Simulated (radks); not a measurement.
Question: These are the eigenvalues of the occupied orbitals of an atom or ion with whole-number occupations (Ry). Method: scalar-relativistic Kohn-Sham, PBEsol, spin-unpolarised, spherical densities, point nucleus; computed with a radial shooting solver on a logarithmic mesh with Libxc functionals.

1s: -4648.031
2s: -792.2836
2p: -697.1924
3s: -180.5108
3p: -151.9813
3d: -117.7321
4s: -36.92987
4p: -27.56954
4d: -15.36667
5s: -5.76743
5p: -3.58929
4f: -1.98164
6s: -1.29085

Which element is it, and in what charge state? The configuration may be excited.

Answer: Z = 71, lutetium, charge +2: Lu2+ in [Xe] 4f14 6s1. The list shows which subshells hold electrons but not how many an open one holds; the 1s level, -2324 hartree, gives Z - s = 68.2 by -(Z - s)^2/2, which with screening and relativity narrows Z to a few neighbours, and the depths of the outer levels then fix element, charge and occupations together.
